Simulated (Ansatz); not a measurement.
Basis sets compared for Mg₅O₇H₄, a hydroxylated oxide cluster. The state is a singlet with charge 0. Geometry PBE-D4/def2-SVP. Ansatz on 2 threads of AMD EPYC 7R13 on a shared host and a share (18 GiB) of an NVIDIA H100 80GB HBM3; times are rough, and most runs start from earlier orbitals.

```xyz
16

Mg   -1.300   -0.801   -0.166
Mg    0.285    0.268    1.937
Mg    1.210    0.475   -0.711
Mg   -2.006    1.562    1.062
Mg   -2.201   -0.712    2.379
O     2.099    0.358    1.028
O     1.584    0.567   -2.747
O    -0.409    1.112    0.053
O    -1.342    1.022    2.828
O     0.159   -1.140   -1.573
O    -0.604   -1.486    1.573
O    -2.983   -0.094    0.661
H     2.892   -0.124    1.309
H     1.226    1.259   -3.333
H     0.907   -0.206   -2.723
H     0.484   -2.059   -1.575
```

Single mean-field runs in def2-TZVP are fitted with def2-universal-jkfit.

Binding counts from free atoms (Mg singlet, O triplet, H doublet) in the same basis, without a counterpoise term.

```
           level  functions  energy (Eh)  HOMO (eV)  LUMO (eV)  binding per atom (eV)  wall time
 PBE-D4/def2-SVP        208   -1528.0656      -4.16      -1.98                   3.93        7 s
PBE0-D4/def2-SVP        208   -1528.1401      -5.51      -1.23                   3.77       12 s
```

**Question.** Estimate the rows for PBE-D4/def2-TZVP (with forces), PBE0-D4/def2-TZVP (with forces).

**Answer.** 
```tsv
level	functions	energy (Eh)	HOMO (eV)	LUMO (eV)	binding per atom (eV)	wall time
PBE-D4/def2-TZVP (with forces)	401	-1529.0472	-4.20	-2.01	3.85	3.2 s
PBE0-D4/def2-TZVP (with forces)	401	-1529.1164	-5.54	-1.27	3.70	7.5 s
```
